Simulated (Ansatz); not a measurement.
BPH3F3 (relaxed from a model of B(PH3)F3, whose bonding it doesn't keep). Charge 0, multiplicity 1. Geometry PBE-D4/def2-SVP; atoms count from 1.

```xyz
8

B    -0.302   -0.461   -1.527
F     0.911   -0.137   -1.976
F    -1.311    0.394   -1.693
F    -0.565   -1.728   -1.207
P     0.213    0.319    1.071
H     0.554    1.677    1.386
H     1.275   -0.260    1.841
H    -0.775    0.195    2.104
```

In the singlet geometry the species has come apart into loosely held pieces.

Q: Estimate the Mulliken populations from the PBE0/def2-TZVP orbitals of Ansatz.

A: 
```
atom  charge (e)
  B1        0.59
  F2       -0.23
  F3       -0.23
  F4       -0.23
  P5       -0.22
  H6        0.10
  H7        0.10
  H8        0.10
```
Mulliken values depend strongly on the basis.

Q: And the Mayer bond orders between heavy atoms (over 0.3)?

A: B1–F2 1.20 (1.33 Å); B1–F3 1.20 (1.33 Å); B1–F4 1.20 (1.33 Å).
